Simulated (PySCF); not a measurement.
**Two-component Hartree-Fock for K(9+) (potassium, charge +9)**

Start: [Ne]. Calculated with PySCF 2.14 in an uncontracted even-tempered set (19 s from 0.24 bohr⁻², ratio 2.6; 12 p from 0.32 bohr⁻², ratio 2.6; 6 d from 0.32 bohr⁻², ratio 2.8; 3 f from 15 bohr⁻², ratio 2.8): generalised Hartree-Fock with the X2C-1e Hamiltonian and a Gaussian nucleus; spin-orbit coupling (SO) screened by Boettger's factors.

| spinor shell | electrons | ε, screened SO (eV) | weight of nominal j (screened SO) | rms radius, screened SO (bohr) |
| --- | --- | --- | --- | --- |
| 1s1/2 | 2 | -3855.3 | 1.000 | 0.0936 |
| 2s1/2 | 2 | -588.06 | 1.000 | 0.413 |
| 2p1/2 | 2 | -508.27 | 1.000 | 0.380 |
| 2p3/2 | 4 | -505.16 | 1.000 | 0.382 |

```tsv
quantity	screened SO
E (hartree)	-573.41776
M_J	0
⟨J²⟩	0.000
⟨L²⟩	0.000
⟨S²⟩	0.000
```
